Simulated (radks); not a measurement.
Results of a calculation; reference values are marked as such.
Charge is removed step by step from the 1s level of the sulfur ion S14+, starting from [He]. Level of theory: scalar-relativistic Kohn-Sham, PBE, spin-unpolarised, spherical densities, finite nucleus; Fermi nuclear charge, rms radius 3.2611 fm (a radial shooting solver on a logarithmic mesh with Libxc functionals).

removed (e)  E - E(0) (eV)  eigenvalue (eV)  E minus straight line (eV)
0                    0.000          -3127.0                       0.000
0.1                 313.89          -3150.8                     -10.675
0.2                 630.16          -3174.6                     -18.968
0.3                 948.81          -3198.4                     -24.880
0.4                 1269.8          -3222.2                     -28.416
0.5                 1593.2          -3245.9                     -29.577
0.6                 1919.0          -3269.6                     -28.369
0.7                 2247.2          -3293.2                     -24.798
0.8                 2577.6          -3316.7                     -18.872
0.9                 2910.5          -3340.0                     -10.602
1                   3245.6          -3363.3                       0.000

Removing the whole electron costs 3245.6 eV by Delta-SCF, against 3127.0 eV from minus the eigenvalue at the starting occupation. Slater's transition state (half an electron removed) gives 3245.9 eV. Integrating minus the eigenvalue over the occupation (Janak's theorem) gives 3245.7 eV. In this scalar-relativistic scheme the density is built from large components alone, so the theorem holds only approximately. The mean slope of the eigenvalue, de/dn, is 236 eV per electron. Ionisation energy of S14+ in the NIST Atomic Spectra Database: 3223.8 eV (theoretical).

Beside tabulated values, note that spin-unpolarised runs miss the spin-polarisation part of the exchange energy of open shells.
